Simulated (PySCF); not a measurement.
Ranking problems on computed properties.

All species are isolated and taken at one optimised geometry, non-relativistic unless stated; the electronic structure was computed with PySCF and density fitting.

Dipoles, sizes and rotational constants follow the conformer. The torsions of the flexible species, by atom-mapped SMILES:
- `[N:1]#[C:2][CH2:3][CH2:4][CH2:5][NH2+:6]`: C2–C3–C4–C5 -59°, C3–C4–C5–N6 176°, H–N6–C5–C4 -29°, H–N6–C5–C4 158°
- `[CH2:1][CH2:2][O:3]/[C:4]([F:5])=[CH:6]\[CH:7]([F:8])[F:9]`: C1–C2–O3–C4 178°, C2–O3–C4–F5 -2°, C4–C6–C7–F8 -122°
- `[CH3:1][CH2:2][O:3][Si@H:4]([OH:5])[NH+:6][CH3:7]`: C1–C2–O3–Si4 153°, C2–O3–Si4–O5 -11°, O3–Si4–N6–C7 -84°, H–O5–Si4–O3 173°
- `[CH2:1]=[CH:2][O:3][C:4]([F:5])[CH2:6][CH:7]([F:8])[F:9]`: C1–C2–O3–C4 -173°, C2–O3–C4–F5 -17°, O3–C4–C6–C7 62°, C4–C6–C7–F8 -170°
- `[CH2:1][O:2]/[CH:3]=[C:4](/[F:5])[O:6][CH3:7]`: C1–O2–C3–C4 -176°, C3–C4–O6–C7 -152°
- `[CH2:1]=[CH:2][O:3][C@H:4]([F:5])[CH:6][CH:7]([F:8])[F:9]`: C1–C2–O3–C4 11°, C2–O3–C4–F5 -77°, O3–C4–C6–C7 -80°, C4–C6–C7–F8 -16°
- `[CH3:1][C:2]([S-:3])[CH:4]=[C:5]1[CH:6]=[CH:7]1`: C1–C2–C4–C5 1°

**Question.** Rank by smallest rotational constant, highest first (GFN2-xTB).
A. `N#CCCC[NH2+]` [radical]
B. `[CH2]CO/C(F)=C\C(F)F` [radical]
C. `CCO[Si@H](O)[NH+]C` [radical]
D. `FC1=COC(F)=CC1`
E. `O=C1[CH][C@@H](F)O[C@@H]1F` [radical]
F. `C=CO[C](F)CC(F)F` [radical]

**Answer.** A (1.659 GHz), E (1.322 GHz), D (1.146 GHz), C (1.016 GHz), F (0.751 GHz), B (0.692 GHz).

**Question.** Rank by isotropic g value, highest first (unrestricted B3LYP/pcH-1, mean-field spin–orbit at GFN2-xTB geometries).
A. `[CH]([C@H](OC=C)F)C(F)F` [radical]
B. `C(CCC[NH2+])#N` [radical]
C. `C[C]([S-])C=C1C=C1` [radical]
D. `CCO[Si@H](O)[NH+]C` [radical]
E. `[CH2]O/C=C(/F)OC` [radical]
F. `[CH2]CO/C(F)=C\C(F)F` [radical]
G. `O=C1C[C](F)O[C@H]1F` [radical]

**Answer.** D (2.00446), B (2.00373), G (2.00353), E (2.00331), C (2.00308), F (2.00263), A (2.00212).
